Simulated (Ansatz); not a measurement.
The pair A = CH5N (SMILES CN) (first 7 atoms), B = CH2O2 (SMILES O=CO); geometry from B3LYP-D3(BJ)/def2-TZVP.
(charge 0, multiplicity 1):
```csv
atom,x (Å),y (Å),z (Å)
C,0.1951,0.6462,0.1549
N,-0.5601,-0.4425,0.7931
H,0.9855,0.9585,0.8359
H,-0.4698,1.4936,-0.0117
H,0.6467,0.3639,-0.8006
H,0.0563,-1.2240,0.9904
H,-1.3030,-0.7782,0.1909
O,1.1981,-0.1333,3.3673
C,0.1816,0.2483,3.8988
O,-1.0030,0.3544,3.3240
H,0.1370,0.5581,4.9537
H,-0.9283,0.0488,2.3515
```

Cores are frozen in the correlated methods. MP2 and its Hartree–Fock in aug-cc-pVTZ are density fitted.

The values were computed with Ansatz (a first-principles code). 

The counterpoise-corrected interaction energy is E(AB) − E(A in the pair's basis) − E(B in the pair's basis). Total energies (hartree):

```csv
level,AB,A in the pair's basis,B in the pair's basis
HF/aug-cc-pVDZ,-284.0402685,-95.2310945,-188.7931936
MP2/aug-cc-pVDZ,-284.9216055,-95.5752322,-189.3249746
HF/aug-cc-pVTZ,-284.1110600,-95.2553392,-188.8396270
MP2/aug-cc-pVTZ,-285.1754447,-95.6677407,-189.4846113
CCSD(T)/aug-cc-pVDZ,-284.9902282,-95.6153233,-189.3544854
```

**Question.** Work out the counterpoise-corrected interaction energy at the basis-set limit: extrapolate the MP2 correlation part as X⁻³, take Hartree–Fock from the larger set, and add the CCSD(T) − MP2 difference of aug-cc-pVDZ.

**Answer.** 
1. Differences (1 hartree = 627.509 kcal/mol): HF/aug-cc-pVDZ -10.028; MP2/aug-cc-pVDZ -13.428; HF/aug-cc-pVTZ -10.099; MP2/aug-cc-pVTZ -14.491; CCSD(T)/aug-cc-pVDZ -12.813.
2. Correlation parts, MP2 less HF: -3.400 in aug-cc-pVDZ (X = 2), -4.392 in aug-cc-pVTZ (X = 3).
3. Limit (3³·(-4.392) − 2³·(-3.400))/(3³ − 2³) = -4.809; with HF/aug-cc-pVTZ it gives -14.908.
4. CCSD(T) less MP2 in aug-cc-pVDZ: 0.614.
Result: -14.29 kcal/mol, against -13.43 at MP2/aug-cc-pVDZ. It is an estimate of this method's limit, not of the exact value.
